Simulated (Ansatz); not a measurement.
`[SiH3]S[SiH](Cl)Cl` → 2 Cl• + 4 H• + S• + 2 Si•  (atomization)

Program: Ansatz. Geometries: PBE0-D4/def2-TZVP. ΔE: electronic, gas phase. CCSD(T)/CBS adds triple-zeta CCSD(T) − MP2 to the extrapolated MP2 energy (def2 sets, frozen cores). This one scheme is used for every species, atoms too. For atomizations the MP2-based limit and the directly extrapolated one differ by several kJ/mol either way, and by 10 to 25 for some Ge, Se and Sn compounds, so smaller differences from it don't rank the levels. Functionals use def2-TZVPP. B3LYP here is the variant with VWN-RPA as its local correlation; programs differ in this. No spin–orbit coupling; open shells (•) take unrestricted orbitals. Spin–orbit coupling would lower the free atoms: a little for Cl, S, Si. One conformer a species, not always the lowest.

```tsv
level	ΔE (kJ/mol)	difference from CCSD(T)/CBS
PBE-D4	2779.5	-10.1
r2SCAN-D4	2798.0	8.4
PBE0-D4	2766.3	-23.3
B3LYP-D4	2750.4	-39.2
ωB97X-V	2811.7	22.1
ωB97M-V	2802.4	12.8
B2PLYP	2715.6	-74.0
PBE	2744.7	-44.9
r2SCAN	2789.9	0.3
PBE0	2736.2	-53.4
B3LYP	2693.3	-96.3
HF/def2-TZVPP	2079.1	-710.5
MP2/def2-TZVPP	2740.8	-48.8
SCS-MP2/def2-TZVPP	2724.1	-65.5
CCSD/def2-TZVPP	2646.1	-143.5
CCSD(T)/def2-TZVPP	2691.1	-98.5
HF/def2-QZVPP	2084.0	-705.6
MP2/def2-QZVPP	2799.0	9.4
SCS-MP2/def2-QZVPP	2787.2	-2.4
HF/CBS(def2)	2084.7	-704.9
MP2/CBS(def2)	2839.3	49.7
CCSD/CBS(def2)	2744.6	-45.0
CCSD(T)/CBS	2789.6	0
```

Largest T1 diagnostic among the species: 0.012.

The D4 term adds +57.1 kJ/mol with B3LYP and +30.1 kJ/mol with PBE0; it sums over pairs of atoms, weighted by their polarisabilities, and B3LYP, whose exchange is more repulsive, gets the larger term. In def2-TZVPP, CCSD(T) changes the Hartree–Fock value by +612.0 kJ/mol (the triples alone add +45.1 kJ/mol) and MP2 by +661.6 kJ/mol; breaking electron pairs costs correlation energy, which Hartree–Fock lacks.
